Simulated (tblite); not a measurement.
A tight-binding relaxation on `O=C(C)C([S][GeH2][GeH3])=C`.

Computed with GFN2-xTB geometry optimisation, gas phase (tblite 0.8.0). Start geometry: from a force field or distance geometry. The command runs a driver script over a list of jobs; the input below is this job's line of settings and its coordinates in Å.

Command:
```bash
OMP_NUM_THREADS=1 python probes_run.py task.json out
```

Input:
```
{"job": {"kind": "relax", "xc": "GFN2-xTB", "basis": "xTB"}, "charge": 0, "multiplicity": 1}
C      0.271500     1.955200     0.377600
C     -0.623900     1.035400    -0.011900
S     -0.392600     0.246500    -1.604600
Ge     0.814400    -1.409900    -0.785300
Ge     2.980600    -0.614300    -0.146300
C     -1.778900     0.669200     0.853600
C     -2.820400    -0.285500     0.375000
O     -1.880200     1.171000     2.014700
H      0.179800     2.465000     1.330400
H      1.089800     2.219900    -0.259000
H      0.109200    -2.020200     0.465300
H      0.971600    -2.520400    -1.855200
H      3.628300     0.098900    -1.357500
H      3.870600    -1.806100     0.287100
H      2.839800     0.398800     1.021900
H     -3.638200    -0.380500     1.140600
H     -2.370000    -1.287000     0.222400
H     -3.260300     0.070300    -0.573900
```

Output:
```
step      E/eV     max force
  0    -674.86441    3.604
  1    -674.96397    3.797
  2    -675.06156    0.538
  3    -675.09028    0.434
  4    -675.13524    0.466
  5    -675.14684    0.323
  6    -675.16123    0.284
  7    -675.16882    0.193
  8    -675.17525    0.187
  9    -675.18210    0.217
... (74 lines left out)
 84    -675.22296    0.023
 85    -675.22306    0.015
 86    -675.22310    0.013
 87    -675.22313    0.013
 88    -675.22316    0.013
 89    -675.22321    0.014
 90    -675.22326    0.014
 91    -675.22329    0.013
 92    -675.22331    0.012
 93    -675.22334    0.010
```

«max force» is the largest atomic force in eV/Å.

Problem. From which step on does the largest force stay under 0.1 eV/Å, and how much energy is left to gain from there?

Solution. From step 67 (0.074 eV/Å), 4.9 meV above the end.

In short: energy lowered by 8.3 kcal/mol over 93 steps; largest atomic force 0.010 eV/Å at the end.

Problem. Where do the atoms end?

Solution. 0.365 Å rms from the input after alignment:
```
atom  x, y, z in Å
C1     0.3080    1.7396    0.1957
C2    -0.6524    0.8442   -0.0140
S3    -0.6562   -0.1770   -1.4817
Ge4    0.9792   -1.5488   -0.8630
Ge5    2.9528   -0.4795   -0.0186
C6    -1.7800    0.7026    0.9550
C7    -2.9730   -0.0677    0.4745
O8    -1.7029    1.1959    2.0554
H9     0.2815    2.3501    1.0845
H10    1.1086    1.9062   -0.5095
H11    0.3910   -2.5304    0.1462
H12    1.2051   -2.3981   -2.0973
H13    3.5172    0.5382   -0.9656
H14    4.0342   -1.4930    0.1946
H15    2.7505    0.2164    1.2913
H16   -3.7743   -0.0005    1.2053
H17   -2.6965   -1.1116    0.3300
H18   -3.3013    0.3196   -0.4878
```

On one thread, Arm Neoverse V2 (aarch64), shared host, this took 0.78 s of wall time.
Labels such as C1 count atoms from 1, the log's own numbers from 0.
